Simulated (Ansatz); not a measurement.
GaH$_{8}$NSi (`[SiH3][NH2+][GaH3-]`), 11 atoms. Charge 0, multiplicity 1. Correlated methods include outer-core shells of Ga, which these sets cover unevenly. Scalar relativity is left out up to krypton. All runs use 4 threads of a server CPU on a shared host. Correlated methods freeze the cores.

Question: How many basis functions does each run have, and how long does it take in Ansatz? RHF-CCSD(T)/def2-TZVPP energy; RKS PBE0-D4/def2-SVP energy; RKS B97M-V/def2-TZVPP energy; RKS PBE0-D4/def2-TZVP relaxation (6 steps); RHF-MP2/def2-QZVPP energy; RKS BLYP-D4/def2-TZVPP energy; RKS PBE0-D4/def2-TZVPP energy; RKS ωB97M-V/def2-QZVPP energy; RKS SPW92/def2-TZVPP energy; RKS ωB97M-V/def2-SVP energy; RHF-CCSD(T)/def2-SVP energy; RKS PBE0-D4/def2-QZVPP energy. (Estimate.)

Answer: The calculation gave: Other jobs shared the machine, so times are rough.

```tsv
level	job	functions	wall time	peak host memory (GiB)
RKS SPW92/def2-TZVPP	energy	233	1.7 s	0.29
RKS PBE0-D4/def2-SVP	energy	104	1.9 s	0.21
RKS BLYP-D4/def2-TZVPP	energy	233	3 s	0.3
RKS PBE0-D4/def2-TZVPP	energy	233	4.2 s	0.58
RHF-CCSD(T)/def2-SVP	energy	104	6.5 s	0.44
RKS ωB97M-V/def2-SVP	energy	104	8 s	0.33
RKS PBE0-D4/def2-QZVPP	energy	456	13 s	1.7
RKS B97M-V/def2-TZVPP	energy	233	13 s	0.38
RKS PBE0-D4/def2-TZVP	relaxation (6 steps)	164	27 s	0.42
RKS ωB97M-V/def2-QZVPP	energy	456	28 s	2
RHF-MP2/def2-QZVPP	energy	456	31 s	2.6
RHF-CCSD(T)/def2-TZVPP	energy	233	2.5 min	3.9
```
